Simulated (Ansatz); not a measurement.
Al4As4H14, a cluster cut from wurtzite AlAs (hydrogen-capped). Charge 0, multiplicity 1. Geometry r2SCAN-D4/def2-SVP.

```xyz
22

Al   -2.633   -0.314   -0.969
As   -0.766   -2.086   -1.110
Al    0.491    2.514   -1.188
As   -1.308    1.460    0.180
As    2.066    0.477   -1.296
Al    1.522   -1.696   -0.210
Al   -0.707    0.977    2.553
As    0.972   -0.924    2.092
H    -2.925    0.047   -2.493
H    -3.708   -0.980   -0.001
H    -0.552   -2.565   -2.525
H    -1.199   -3.405   -0.519
H     0.047    2.723   -2.703
H     1.323    3.590   -0.359
H    -2.314    2.582    0.320
H     2.426    0.123   -2.718
H     3.458    0.815   -0.819
H     2.576   -2.872   -0.356
H    -1.889    0.252    3.336
H     0.194    2.126    3.189
H     0.621   -2.180    2.851
H     2.307   -0.664    2.747
```

Single mean-field runs in def2-TZVP are fitted with def2-universal-jkfit.

Problem. Estimate the orbital energies around the gap (eV) in Ansatz with PBE-D4/def2-SVP, PBE-D4/def2-TZVP, r2SCAN-D4/def2-TZVP, PBE0-D4/def2-SVP, PBE0-D4/def2-TZVP.

Solution. 
| orbital | PBE-D4/def2-SVP | PBE-D4/def2-TZVP | r2SCAN-D4/def2-TZVP | PBE0-D4/def2-SVP | PBE0-D4/def2-TZVP |
| --- | --- | --- | --- | --- | --- |
| HOMO−5 | -6.97 | -6.99 | -7.28 | -8.09 | -8.08 |
| HOMO−4 | -6.97 | -6.99 | -7.28 | -8.09 | -8.07 |
| HOMO−3 | -6.92 | -6.94 | -7.23 | -8.06 | -8.06 |
| HOMO−2 | -6.79 | -6.84 | -7.15 | -8.05 | -8.04 |
| HOMO−1 | -6.27 | -6.31 | -6.57 | -7.35 | -7.36 |
| HOMO | -6.26 | -6.30 | -6.57 | -7.35 | -7.36 |
| LUMO | -1.98 | -2.10 | -1.95 | -1.25 | -1.35 |
| LUMO+1 | -1.98 | -2.10 | -1.95 | -1.25 | -1.35 |
| LUMO+2 | -1.68 | -1.78 | -1.54 | -0.93 | -1.03 |
| LUMO+3 | -1.38 | -1.49 | -1.15 | -0.62 | -0.72 |
| LUMO+4 | -1.07 | -1.19 | -0.90 | -0.34 | -0.46 |
| LUMO+5 | -1.07 | -1.19 | -0.90 | -0.34 | -0.45 |
